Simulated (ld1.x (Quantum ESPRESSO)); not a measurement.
**Logarithmic derivatives: N, PAW**

| Quantity | Value |
| --- | --- |
| Element | nitrogen (N) |
| Generator | ld1.x (Quantum ESPRESSO) 7.5 |
| Type | PAW |
| Functional | LDA (PZ) |
| Relativity | non-relativistic |
| Frozen core | [He] |
| Valence charge | 5 |
| Reference configuration | 2s2 2p2 (charge +1) |
| Partial waves | 2s (bound): rcut 0.75, rcutus 1.00 bohr; 2s channel at 2.2 Ry: rcut 0.75, rcutus 1.00 bohr; 2p (bound): rcut 1.70, rcutus 1.95 bohr; 2p channel at 0.3 Ry: rcut 1.70, rcutus 1.95 bohr |
| Local potential | all-electron potential smoothed inside 1.55 bohr (lloc = -1) |
| Core correction | Bessel-smoothed model core inside 0.85 bohr |
| Augmentation charge | BESSEL, radius 0.80 bohr |

The phase is arctan(r·u′/u) with u = r·R(r), unwrapped; energies in Ry, scanned from -4 to 5 Ry. A pole is an energy at which the radial function vanishes at the test radius. The pseudo phase is shifted by a multiple of π to meet the all-electron one at the reference energy, and phase errors are pseudo minus all-electron; the curves can meet again beyond the range given. Levels narrower than the energy grid can be missing from the lists of poles.

Q: For each channel, where are the poles, and over which energies does the pseudopotential scatter like the atom?

A:

| channel | radius (bohr) | reference energy (Ry) | poles, all-electron | poles, pseudo | unbroken range about the reference energy with phases within 0.05 rad | phase error 1 Ry above the reference energy (rad) |
| --- | --- | --- | --- | --- | --- | --- |
| s | 2.14 | -2.37 | -1.89 | -1.89 | the whole range | -0.000 |
| p | 2.14 | -1.53 | -1.06 | -1.06 | below 1.8 | -0.000 |

Phases in the p channel:

```csv
E (Ry),all-electron,pseudo
-4.00,1.285,1.284
-3.52,1.251,1.249
-3.04,1.197,1.196
-2.56,1.094,1.092
-2.08,0.779,0.777
-1.60,-0.850,-0.850
-1.12,-1.538,-1.539
-0.64,-1.711,-1.712
-0.16,-1.817,-1.817
0.32,-1.922,-1.922
0.80,-2.066,-2.067
1.28,-2.322,-2.329
1.76,-2.868,-2.908
2.24,-3.670,-3.740
2.72,-4.152,-4.207
3.20,-4.374,-4.419
3.68,-4.494,-4.535
4.16,-4.570,-4.609
4.64,-4.623,-4.664
```
